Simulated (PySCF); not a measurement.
# Dipole moment and polarisability of `C=C1[C@@H](C)[C@@H]1CF`

C6H9F.
Structure used (GFN2-xTB), in Å, numbered top down from 1:
```xyz
16
C6H9F angstrom
C     -0.5971    2.1092    0.4928
C     -0.2291    0.8894    0.2000
C      0.6906   -0.0343   -0.4686
C      2.0935   -0.2480    0.0477
C     -0.5011   -0.5502    0.3298
C     -1.6863   -1.1508   -0.3779
F     -1.4834   -2.4931   -0.6168
H     -1.4716    2.3100    1.0912
H     -0.0379    2.9653    0.1517
H      0.6100   -0.1062   -1.5488
H      2.4468   -1.2423   -0.2198
H      2.7704    0.4868   -0.3843
H      2.1220   -0.1473    1.1302
H     -0.2869   -1.0201    1.2837
H     -1.8514   -0.6785   -1.3519
H     -2.5960   -1.0811    0.2296
```

Level: PBE0/def2-SVPD (PySCF), static field, nuclei fixed, core orbitals frozen in the response. The polarisability tensor in these axes (au):

```
x   74.98 -2.53 -2.83
y   -2.53 84.69  5.36
z   -2.83  5.36 59.35
```

Give the principal values, the mean and the anisotropy Δα = √{½[(α1 − α2)² + (α2 − α3)² + (α1 − α3)²]}.

Principal values 57.96, 74.47 and 86.59 au; mean 73.01 au = 10.82 Å³ = 12.04 × 10⁻⁴⁰ C²·m²/J; Δα = 24.90 au (34 % of the mean).

What is the dipole moment, and where does it point?

(0.32, 1.59, 0.29) D, 1.64 D in size, pointing from the negative to the positive side. Measured along this direction, the outermost atoms are F7 at the negative end and H9 at the positive end.

In TDDFT the mean static polarisability is Σ f/ω² over all singlet excitations (ω in hartree). How much of it do the 6 lowest give? Their energies (eV) and oscillator strengths: 6.42, 0.0030; 6.82, 0.0030; 7.27, 0.3939; 7.42, 0.0425; 7.91, 0.0071; 8.08, 0.0021.

They add up to 6.30 au, 8.6 % of the 73.01 au; the largest single term is 5.52 au, from the state at 7.27 eV. Terms in order: 0.05, 0.05, 5.52, 0.57, 0.08, 0.02 au. Higher excitations give the rest. The strengths listed sum to 0.452.

In a dilute gas of rigid molecules at 298 K, how does the orientational term μ²/3kT compare with the electronic polarisability?

In Gaussian units μ²/3kT = 21.85 Å³ against 10.82 Å³, a ratio of 2.02; the Debye molar polarisation (4π/3)N_A(α + μ²/3kT) is 82.4 cm³/mol, leaving out the vibrational part.

Give the eigenvalues of the traceless quadrupole moment Θ = ½Σq(3rr − r²1), origin at the centre of nuclear charge.

-7.82, 2.27, 5.54 D·Å. The values depend on the origin, since the dipole doesn't vanish. The electronic extent ⟨r²⟩ about the same centre is 904 bohr², a root-mean-square distance of 2.17 Å for the 54 electrons.

Refractivity n − 1 of an ideal gas of it at 400 K and 1 atm, from the electronic α?

N = p/kT = 1.8347 × 10¹⁹ cm⁻³, so n − 1 = 2π × N × 10.82 × 10⁻²⁴ cm³ = 1247 × 10⁻⁶ at long wavelengths.

What depolarisation ratio follows for Rayleigh scattering of linearly polarised light, taking the static tensor?

ρ = 3Δα²/(45ᾱ² + 4Δα²) = 1859.4/(239850 + 2479.3) = 0.00767.

Isolated species at its GFN2-xTB geometry (one conformer only).
